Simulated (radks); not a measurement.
Values are calculated unless marked as measured or tabulated.
Valence configurations of the ytterbium ion Yb3+ (all share [Xe]). Level of theory: scalar-relativistic Kohn-Sham, PBE, spin-polarised, spherical densities, finite nucleus; open shells are filled with parallel spins first (spin-orbit coupling, left out, can overturn this in heavy ions); Fermi nuclear charge, rms radius 5.3108 fm (a radial shooting solver on a logarithmic mesh with Libxc functionals). Energies are relative to 4f13; eigenvalues in eV for spin up.

valence	E (eV)	moment (Bohr magnetons)	e(4f)	e(5d)	e(6p)	e(6s)
4f13	0.000	1	-36.396	-	-	-
4f12 6s1	14.868	3	-47.712	-	-	-27.256
4f11 6s2	38.921	3	-60.179	-	-	-29.167
4f12 5d1	12.743	3	-44.455	-27.524	-	-
4f11 5d2	30.476	5	-53.152	-29.787	-	-
4f11 6p2	52.338	5	-62.677	-	-23.948	-
4f11 5d1 6s1	33.836	5	-56.608	-32.027	-	-28.354
4f11 6s1 6p1	45.092	5	-61.410	-	-23.320	-30.598
4f12 5d0.5 6s0.5	13.736	3	-46.072	-28.577	-	-26.443
4f10 6s2 6p1	79.786	5	-74.883	-	-24.621	-32.441

NIST lists [Xe] 4f13 as the ground configuration; this level of theory agrees among the configurations tried. The energies are those of spherical high-spin densities, not of single terms.
